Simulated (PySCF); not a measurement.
Spin-rotation constants: `C1/C=C\C[C@H](c2ccccc2)/C=C\C1`, C14H16

Cartesian coordinates in Å; atom numbers follow the order of the lines, from 1:
```xyz
30

C    -2.9143    1.1886   -0.4979
C    -1.7020    1.5446   -0.8960
C    -0.5682    0.6030   -1.1638
C     0.0240    0.0462    0.1630
C     1.5277    0.1222    0.1670
C     2.2033    0.7721    1.1906
C     3.5862    0.8304    1.2009
C     4.3132    0.2376    0.1839
C     3.6496   -0.4136   -0.8425
C     2.2683   -0.4716   -0.8492
C    -0.4243   -1.3750    0.3772
C    -1.6369   -1.7437    0.7604
C    -2.7844   -0.8191    1.0399
C    -3.3758   -0.2185   -0.2584
H    -3.6472    1.9606   -0.3032
H    -1.4750    2.5962   -1.0118
H     0.2145    1.1282   -1.7134
H    -0.9112   -0.2325   -1.7791
H    -0.3582    0.6643    0.9834
H     1.6416    1.2369    1.9888
H     4.0971    1.3393    2.0055
H     5.3923    0.2812    0.1911
H     4.2116   -0.8788   -1.6397
H     1.7562   -0.9823   -1.6523
H     0.3224   -2.1317    0.1753
H    -1.8516   -2.8000    0.8585
H    -3.5626   -1.3735    1.5661
H    -2.4602   -0.0026    1.6905
H    -3.0897   -0.8549   -1.0998
H    -4.4646   -0.2254   -0.1925
```

Level of theory: GIAO B3LYP/MINI magnetisability, rotational g tensor and spin-rotation constants, non-relativistic, gas phase (PySCF). Geometry: GFN2-xTB.

(1) Give the nuclear spin-rotation constants along the inertial axes (H = +C I·J) beside the isotropic shieldings.

Results:

(1) Rotational constants 1.6777, 0.3790, 0.3588 GHz. A star marks the isotopologue with that one atom substituted, in its own axes.
| atom | isotope | Caa (kHz) | Cbb (kHz) | Ccc (kHz) | mean (kHz) | σ (ppm) |
| --- | --- | --- | --- | --- | --- | --- |
| H15 | 1H | -0.061 | -0.021 | -0.022 | -0.035 | 23.9 |
| H16 | 1H | -0.182 | 0.018 | -0.034 | -0.066 | 23.9 |
| H17 | 1H | -0.073 | -0.025 | -0.044 | -0.047 | 28.5 |
| H18 | 1H | -0.183 | -0.039 | -0.005 | -0.076 | 28.2 |
| H19 | 1H | -0.177 | -0.045 | 0.003 | -0.073 | 27.5 |
| H20 | 1H | -0.121 | -0.046 | 0.018 | -0.050 | 23.1 |
| H21 | 1H | -0.103 | -0.044 | 0.014 | -0.044 | 22.7 |
| H22 | 1H | 0.166 | -0.045 | -0.043 | 0.026 | 22.7 |
| H23 | 1H | -0.115 | -0.044 | 0.018 | -0.047 | 22.5 |
| H24 | 1H | -0.109 | -0.046 | 0.016 | -0.046 | 22.9 |
| H25 | 1H | -0.061 | -0.021 | -0.025 | -0.036 | 24.3 |
| H26 | 1H | -0.183 | 0.017 | -0.033 | -0.067 | 24.0 |
| H27 | 1H | -0.072 | -0.026 | -0.042 | -0.047 | 28.2 |
| H28 | 1H | -0.188 | -0.042 | -0.006 | -0.078 | 28.8 |
| H29 | 1H | -0.206 | -0.048 | 0.004 | -0.084 | 28.8 |
| H30 | 1H | 0.034 | -0.048 | -0.044 | -0.019 | 28.2 |
| C1 | 13C* | 0.415 | 0.108 | 0.055 | 0.193 | 105.6 |
| C2 | 13C* | 0.411 | 0.112 | 0.053 | 0.192 | 105.1 |
| C3 | 13C* | 0.198 | 0.042 | 0.041 | 0.094 | 181.3 |
| C4 | 13C* | 0.196 | 0.050 | 0.040 | 0.095 | 177.5 |
| C5 | 13C* | 0.602 | 0.013 | 0.113 | 0.242 | 101.5 |
| C6 | 13C* | 0.493 | 0.019 | 0.115 | 0.209 | 110.5 |
| C7 | 13C* | 0.508 | 0.013 | 0.115 | 0.212 | 111.6 |
| C8 | 13C* | 0.570 | 0.011 | 0.102 | 0.228 | 112.5 |
| C11 | 13C* | 0.420 | 0.112 | 0.062 | 0.198 | 99.6 |
| C12 | 13C* | 0.410 | 0.108 | 0.053 | 0.190 | 107.9 |
| C13 | 13C* | 0.186 | 0.037 | 0.032 | 0.085 | 191.2 |
| C14 | 13C* | 0.165 | 0.041 | 0.033 | 0.080 | 190.9 |

For the geometry as given, no vibrational averaging.
